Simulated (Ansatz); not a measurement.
One change: `OB(S)S` becomes `SB(S)Cl`.

Ansatz, PBE0-D4/def2-TZVP geometries, multiplicity 1. Each molecule was computed in one conformer, which needn't be the lowest.

```json
{"property": "HOMO–LUMO gap (ωB97M-V/def2-TZVPP) / eV", "`OB(S)S`": "11.20"}
{"property": "LUMO energy (B3LYP/def2-TZVPP) / eV", "`OB(S)S`": "-0.40"}
{"property": "size of the dipole moment (B3LYP/def2-TZVPP) / D", "`OB(S)S`": "0.89"}
{"property": "HOMO–LUMO gap (PBE0/def2-TZVPP) / eV", "`OB(S)S`": "7.35"}
{"property": "HOMO energy (PBE/def2-TZVPP) / eV", "`OB(S)S`": "-6.23"}
{"property": "LUMO energy (PBE0/def2-TZVPP) / eV", "`OB(S)S`": "-0.09"}
```

Give the same properties after the change, and the shifts. (An estimate is asked.)

Computed: 
```csv
property,`SB(S)Cl`,shift
HOMO–LUMO gap (ωB97M-V/def2-TZVPP) / eV,10.95,-0.25
LUMO energy (B3LYP/def2-TZVPP) / eV,-1.14,-0.74
size of the dipole moment (B3LYP/def2-TZVPP) / D,1.08,0.19
HOMO–LUMO gap (PBE0/def2-TZVPP) / eV,6.76,-0.59
HOMO energy (PBE/def2-TZVPP) / eV,-6.58,-0.35
LUMO energy (PBE0/def2-TZVPP) / eV,-1.00,-0.91
```

With PBE0 the HOMO falls by 0.32 eV and the LUMO falls by 0.91 eV, so the gap narrows by about 0.59 eV. PBE moves the HOMO by -0.35 eV and ωB97M-V by -0.29 eV. Dipoles are sizes alone; their direction can turn.

B3LYP here is the variant with VWN-RPA as its local correlation; programs differ in this.
